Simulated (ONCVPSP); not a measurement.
Debugging a pseudopotential input (Sb, ONCVPSP 4.0.1)

Command:

```bash
oncvpsp.x < Sb.dat > Sb.out
```

Input:

```
# ATOM AND REFERENCE CONFIGURATION
# atsym  z   nc   nv     iexc    psfile
  Sb 51.00    6    5        4      upf
#
#   n    l    f
    1    0    2.00
    2    0    2.00
    2    1    6.00
    3    0    2.00
    3    1    6.00
    3    2   10.00
    4    0    2.00
    4    1    6.00
    4    2   10.00
    5    0    2.00
    5    1    2.00
#
# PSEUDOPOTENTIAL AND OPTIMIZATION
# lmax
    2
#
#   l,   rc,      ep,       ncon, nbas, qcut
    0    1.20    0.00    3    7    8.40
    1    1.25    0.00    4    9   14.00
    2    1.45    0.00    4    8   12.10
#
# LOCAL POTENTIAL
# lloc, lpopt,  rc(5),   dvloc0
    4    3    0.95    0.00
#
# VANDERBILT-KLEINMAN-BYLANDER PROJECTORs
# l, nproj, debl
    0    2    2.20
    1    2    2.00
    2    2    3.10
#
# MODEL CORE CHARGE
# icmod, fcfact, rcfact
    3    0.00    0.00
#
# LOG DERIVATIVE ANALYSIS
# epsh1, epsh2, depsh
   -7.00    5.00    0.04
#
# OUTPUT GRID
# rlmax, drl
    6.00    0.01
#
# TEST CONFIGURATIONS
# ncnf
    4
# nvcnf
#   n    l    f
    5
    4    0    2.00
    4    1    6.00
    4    2   10.00
    5    0    2.00
    5    1    3.00
#
    5
    4    0    2.00
    4    1    6.00
    4    2   10.00
    5    0    2.00
    5    1    1.00
#
    5
    4    0    2.00
    4    1    6.00
    4    2   10.00
    5    0    2.00
    5    1    0.00
#
    5
    4    0    2.00
    4    1    6.00
    4    2   10.00
    5    0    1.00
    5    1    0.00
#
```

This is an input that runs to its end, with one change: model core set to icmod 3, fcfact 0.00, rcfact 0.00.

**Question.** How does the run end?

**Answer.** The program refuses the input: "test_data: must have fcfact>0.0 for icmod= 1 or 3".

```
ONCVPSP  (Optimized Norm-Conservinng Vanderbilt PSeudopotential)
scalar-relativistic version 4.0.1

test_data: must have fcfact>0.0 for icmod= 1 or 3
test_data: must have rcfact>0.0 for icmod= 3
ERROR: test_data found   2 ERROR; stopping
```
